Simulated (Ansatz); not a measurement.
One change: `C[O][GeH2][AlH2]` becomes `C[O][GeH2][Cl]`.

Ansatz, PBE0-D4/def2-TZVP geometries, multiplicity 1. Each molecule was computed in one conformer, which needn't be the lowest.

Scalar relativity is left out up to krypton.

```tsv
property	`C[O][GeH2][AlH2]`
HOMO–LUMO gap (PBE/def2-TZVPP) / eV	2.84
LUMO energy (ωB97M-V/def2-TZVPP) / eV	-0.56
HOMO energy (PBE0/def2-TZVPP) / eV	-7.07
size of the dipole moment (B3LYP/def2-TZVPP) / D	1.38
HOMO energy (ωB97M-V/def2-TZVPP) / eV	-9.17
LUMO energy (B3LYP/def2-TZVPP) / eV	-2.38
```

What does the change do to each property? (Estimate.)

Ansatz gave: 
```json
{"property": "HOMO–LUMO gap (PBE/def2-TZVPP) / eV", "`C[O][GeH2][Cl]`": "5.57", "shift": "2.73"}
{"property": "LUMO energy (ωB97M-V/def2-TZVPP) / eV", "`C[O][GeH2][Cl]`": "1.75", "shift": "2.31"}
{"property": "HOMO energy (PBE0/def2-TZVPP) / eV", "`C[O][GeH2][Cl]`": "-8.17", "shift": "-1.10"}
{"property": "size of the dipole moment (B3LYP/def2-TZVPP) / D", "`C[O][GeH2][Cl]`": "2.71", "shift": "1.33"}
{"property": "HOMO energy (ωB97M-V/def2-TZVPP) / eV", "`C[O][GeH2][Cl]`": "-10.55", "shift": "-1.38"}
{"property": "LUMO energy (B3LYP/def2-TZVPP) / eV", "`C[O][GeH2][Cl]`": "-0.37", "shift": "2.01"}
```

With PBE0 the HOMO falls by 1.10 eV and the LUMO rises by 2.11 eV, so the gap widens by about 3.21 eV. PBE moves the HOMO by -0.83 eV and ωB97M-V by -1.38 eV. Dipoles are sizes alone; their direction can turn.

B3LYP here is the variant with VWN-RPA as its local correlation; programs differ in this.
